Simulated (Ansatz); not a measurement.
```xyz
3

Si    0.0075   -0.0049   -0.1386
H    -0.0057    1.1043    0.9403
H    -0.0040   -1.0887    0.9444
```

Basis set: cc-pVTZ (spherical functions). Correlated methods keep 5 orbitals frozen. Charge 0, multiplicity 1.

Computed with Ansatz (development build ahead of 0.2.0); each method stands on the lowest determinant of its kind that the runs found. Restricted open shells among the atoms or ions are ROHF, correlated in semicanonical orbitals with singles.

Q: Give the atomization energy at this shape (free ground-state atoms in the same class of orbitals less the molecule, no zero-point energy) of singlet SiH₂ by RHF-MP2, RHF.

A:

```tsv
method	atomization energy
RHF-MP2	596.1 kJ/mol
RHF	467.4 kJ/mol
```
